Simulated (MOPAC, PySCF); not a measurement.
C3H9NSi, SMILES `C=[SiH]N(C)C` (C–Si–N–C torsion 180°), neutral singlet in the gas phase. 

Cartesian coordinates (Å):
```xyz
14

C      2.5397     0.4605    -0.0312
Si     0.9236     0.9722    -0.0672
N     -0.4575    -0.0049    -0.1562
C     -1.8021     0.5136    -0.1838
C     -0.3696    -1.4442    -0.2146
H      3.3157     1.2151     0.0278
H      2.8794    -0.5663    -0.0625
H      0.5111     2.3903    -0.0220
H     -1.7937     1.6036    -0.1353
H     -2.3219     0.2194    -1.1045
H     -2.3877     0.1408     0.6661
H     -0.8914    -1.9054     0.6331
H      0.6724    -1.7648    -0.1850
H     -0.8179    -1.8299    -1.1386
```
Charge 0, spin multiplicity 1.

All levels are single points at this geometry (PBE0-D3(BJ)/def2-TZVP); Pople sets use spherical d functions. Orbital energies aren't observables, and empty levels follow the basis.

SVWN5/6-31G* in PySCF gives HOMO (eV) = -4.29.

### Question
Estimate the HOMO (eV) from each of these levels: PBE0-D3(BJ)/def2-TZVP in PySCF; ωB97X-D3(BJ)/def2-TZVP in PySCF; B3LYP/3-21G in PySCF; B3LYP/6-31G* in PySCF; B3LYP/LANL2DZ in PySCF; BP86/6-31G* in PySCF; HF/STO-3G in PySCF; PM3 in MOPAC.

### Answer

```json
[
 {"level": "PBE0-D3(BJ)/def2-TZVP in PySCF", "HOMO (eV)": "-5.54"},
 {"level": "ωB97X-D3(BJ)/def2-TZVP in PySCF", "HOMO (eV)": "-7.81"},
 {"level": "B3LYP/3-21G in PySCF", "HOMO (eV)": "-4.87"},
 {"level": "B3LYP/6-31G* in PySCF", "HOMO (eV)": "-5.02"},
 {"level": "B3LYP/LANL2DZ in PySCF", "HOMO (eV)": "-5.14"},
 {"level": "BP86/6-31G* in PySCF", "HOMO (eV)": "-4.28"},
 {"level": "HF/STO-3G in PySCF", "HOMO (eV)": "-4.86"},
 {"level": "PM3 in MOPAC", "HOMO (eV)": "-7.48"}
]
```
